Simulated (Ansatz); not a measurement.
A nudged elastic band was laid between two geometries of a periodic cell of 17 atoms, LiSi$_{16}$ (host Si, host structure diamond, interstitial Li), cell charge +1.

Method: DFT PBE-D3(BJ), scalar-relativistic, plane waves, PAW (Ansatz). Settings: PAW set soft_1, cutoff 420 eV, k mesh 2x2x2, gaussian smearing 0.02 eV, no spin polarisation.

```
movable images  : 5
climbing image  : yes
spring          : 5.0 eV/Å²
optimiser       : quadratic models (default)
start path      : straight line
force threshold : 0.05 eV/Å
iteration limit : 46
end points      : relaxed
```

Initial state:

```xyz
17
Lattice="0.0000 5.4300 5.4300 5.4300 0.0000 5.4300 5.4300 5.4300 0.0000" Properties=species:S:1:pos:R:3
Si 0.002 0.001 0.024
Si 1.369 1.368 1.352
Si 2.717 2.716 0.003
Si 4.066 4.065 1.352
Si 2.696 0.002 2.718
Si 4.050 1.384 4.101
Si 5.432 2.738 2.718
Si 6.799 4.065 4.084
Si 0.003 2.695 2.718
Si 1.385 4.049 4.101
Si 2.739 5.431 2.718
Si 4.066 6.798 4.084
Si 2.718 2.717 5.434
Si 4.051 4.049 6.766
Si 5.433 5.432 5.412
Si 6.815 6.814 6.766
Li 5.433 5.432 8.149
```

Final state:

Only the atoms that move by more than 0.05 Å are listed.
```
Li17 6.787 4.074 6.793
```

**Question.** Which bonds break or form, and what moves?

**Answer.** Contacts lost: Si1–Li17, Si5–Li17, Si6–Li17, Si7–Li17. Contacts made: Si2–Li17, Si3–Li17, Si4–Li17, Si8–Li17. The atom that moves furthest is Li17, by 2.35 Å.

**Question.** Give the energies along the band, and the barrier.

**Answer.** It converged. The highest image is number 3 of 0 to 6, 0.58 eV above the ends, which have the same energy within 2 meV. By the program's own check the climbing image is of a kind that is not told: the force calls were inconclusive, a negative curvature could not be distinguished from the path's own, the only one lies far off the path, or fixed occupations may fill a level only in part (lowest curvatures found: -2.18 and 0.86 eV/Å²). Limits of this set-up: charged cell in a uniform background, uncorrected.

| image | path coordinate (Å) | energy (eV) | Si1–Li17 (Å) | Si5–Li17 (Å) | Si6–Li17 (Å) |
| --- | --- | --- | --- | --- | --- |
| 0 | 0.00 | 0.00 | 2.74 | 2.74 | 2.39 |
| 1 | 0.43 | 0.11 | 2.92 | 2.92 | 2.57 |
| 2 | 0.85 | 0.41 | 3.20 | 3.20 | 2.94 |
| 3 | 1.28 | 0.58 | 3.52 | 3.52 | 3.37 |
| 4 | 1.70 | 0.41 | 3.86 | 3.86 | 3.81 |
| 5 | 2.13 | 0.11 | 4.21 | 4.21 | 4.27 |
| 6 | 2.56 | 0.00 | 4.50 | 4.50 | 4.70 |

**Question.** What is the geometry of the highest image?

**Answer.** 
```xyz
17
Lattice="0.0000 5.4300 5.4300 5.4300 0.0000 5.4300 5.4300 5.4300 0.0000" Properties=species:S:1:pos:R:3
Si 0.034 -0.031 0.013
Si 1.326 1.350 1.394
Si 2.623 2.810 0.097
Si 4.083 4.106 1.394
Si 2.707 -0.031 2.687
Si 4.167 1.265 3.983
Si 5.464 2.725 2.687
Si 6.756 4.106 4.068
Si -0.055 2.650 2.775
Si 1.414 4.018 4.143
Si 2.782 5.487 2.775
Si 3.969 6.894 4.182
Si 2.821 2.611 5.329
Si 4.008 4.018 6.736
Si 5.375 5.487 5.368
Si 6.844 6.855 6.736
Li 6.110 4.752 7.470
```

The band took 4 iterations and about 5 core-minutes.

The run took 5.4 min on 1 thread of Arm Neoverse V1, with other jobs on the host, peak memory 0.82 GiB.
